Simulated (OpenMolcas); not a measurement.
Ta4+ with 4 ligands (iodide) in tetrahedral coordination (Td). Ligand basis ANO-RCC-VDZP.

- Program: OpenMolcas 26.06
- Method: CASSCF
- Basis: ANO-RCC-VDZP [7s6p4d2f1g]
- Scalar Hamiltonian: DKH2, point nucleus
- Active space: 1 electron in 5 orbitals (5d)
- State averaging: 2S+1 = 2 even, 5 roots
- Spin-orbit coupling: state interaction with AMFI integrals over the reference wave functions

All ligands move together. At R = 2.68 Å |10Dq| is 7293 cm-1, and at R = 2.77 Å it is 6773 cm-1.

Question: A third run gives 7728 cm-1. What distance was it run at?

Answer: With a power law R^-n the two known points give n = -ln(6773 / 7293) / ln(2.77 / 2.68) = 2.24. Then R = 2.68 × (7293 / 7728)^(1/2.24) = 2.612 Å. The run was at 2.61 Å, so the estimate is off by +0.002 Å.

An orbital doublet at a regular site is open to a Jahn-Teller distortion, which this geometry leaves out. With metal d orbitals alone the field can be off either way by tens of per cent. Ligand-to-metal charge-transfer states are missing. The least metal-like active orbital is 66 % on the metal (Löwdin) and no ligand orbital is active, so the numbers are rough (holds for R = 2.61). The least metal-like active orbital is 68 % on the metal (Löwdin) and no ligand orbital is active, so the numbers are rough (holds for R = 2.68). The least metal-like active orbital is 71 % on the metal (Löwdin) and no ligand orbital is active, so the numbers are rough (holds for R = 2.77). No measured value stands beside these numbers; the geometry was imposed, not optimised, and the real ion may take another.
